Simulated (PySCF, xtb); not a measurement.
CH7ClN2Si, SMILES NC[Si@@H](N)Cl. The values are those of a single conformer.

Harmonic wavenumbers (cm⁻¹) from GFN2-xTB run with xtb 6.7.1 at its own minimum, in rising order: 38, 111, 166, 208, 216, 279, 307, 455, 503, 649, 662, 700, 767, 806, 908, 988, 1039, 1095, 1280, 1314, 1467, 1510, 1570, 2183, 2953, 2964, 3384, 3416, 3477, 3518.

Problem. What does PBE-D3(BJ)/def2-SVP run with PySCF give at its own minimum? (The exact figures need the calculation; the answer reports its results.)

Solution. 94, 116, 191, 222, 258, 309, 339, 475, 522, 618, 674, 775, 797, 847, 864, 897, 1047, 1072, 1214, 1324, 1373, 1499, 1592, 2176, 2962, 3027, 3393, 3472, 3474, 3567. Paired by order, the mean absolute difference is 33 cm⁻¹ and the zero-point energies are 55.7 and 56.0 kcal/mol.
